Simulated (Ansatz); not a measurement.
Species: H₆AlN₃, SMILES `[NH2][Al]([NH2])[NH2]` (charge 0, multiplicity 1), formula H6AlN3.

Task: How many basis functions does frozen-core CCSD(T)/cc-pVTZ // B3LYP-D3(BJ)/def2-TZVP (Ansatz, an electronic-structure program) use, how many core orbitals are frozen, and how many electrons are correlated?

Result: 208 basis functions and 8 frozen orbitals, which leaves 24 correlated electrons. Core time is of the order of minutes.
